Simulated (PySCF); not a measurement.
**TcH₅⁻ at several levels of theory**

All levels use the PBE0 minimum (quartet; Tc–H 1.711 Å (×5); H–Tc–H 71.6° (×5), H–Tc–H 142.4° (×5)), basis [Tc def2-TZVPD with ECP28, H def2-TZVPD], scalar-relativistic core potentials, density fitting, no spin–orbit coupling, PySCF. For vertical energies the ionised species is a triplet (spins chosen at PBE0 and kept). Open shells are unrestricted, also as the reference of the correlated levels. Dipoles are about the centre of mass. A dash marks a value that was not computed or is not defined at that level.

| level | vertical detachment energy (eV) | −ε(HOMO) (eV) | dipole (D) |
| --- | --- | --- | --- |
| PBE0 | 3.86 | 1.85 | 0.89 |
| HF | 3.31 | 4.26 | 0.97 |
| MP2 | 4.43 | – | – |
| PBE | 3.63 | 0.59 | 0.86 |
| B3LYP | 3.84 | 1.60 | 0.92 |
| r2SCAN | 3.76 | 0.92 | 0.84 |
| TPSSh | 3.79 | 1.23 | 0.90 |
| revPBE | 3.59 | 0.55 | 0.85 |
| HSE06 | 3.86 | 1.45 | 0.90 |

Spin contamination in at least one species weakens the values at: PBE0, HF, MP2, PBE, B3LYP, r2SCAN, TPSSh, revPBE, HSE06.

Open d and f shells are described by one determinant, and the ground state may have another occupation or spin. The lowest empty level of this anion is unbound, so it and the gap depend on the basis.
